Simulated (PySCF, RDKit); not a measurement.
Constitutional and geometric isomers with formula C2H6Si. Gas-phase values, no solvent. Strings in code marks are SMILES.

Quantity: electronic energy of isomers of C2H6Si relative to `C=C[SiH3]`, in kcal/mol. Force-field values (RDKit) are differences of steric energies, which aren't made for comparing isomers with other bonds.

Level 1: PBE0-D3(BJ)/def2-TZVP (PySCF)
Level 2: PBE/6-31G* // PBE0-D3(BJ)/def2-TZVP (PySCF)
Level 3: SVWN5/6-31G* // PBE0-D3(BJ)/def2-TZVP (PySCF)
Level 4: UFF, relaxed from the DFT geometry (RDKit)

```json
[
 {"species": "`CC=[SiH2]`", "level 1": "?", "level 2": "?", "level 3": "11.0", "level 4": "-1.15"},
 {"species": "`C1C[SiH2]1`", "level 1": "4.02", "level 2": "4.47", "level 3": "-0.09", "level 4": "187.4"},
 {"species": "`C=[SiH]C`", "level 1": "6.02", "level 2": "?", "level 3": "4.11", "level 4": "-0.67"}
]
```

Q: Some entries are withheld; supply them.

A: 
- `CC=[SiH2]`, level 1: 16.6
- `CC=[SiH2]`, level 2: 13.5
- `C=[SiH]C`, level 2: 6.05
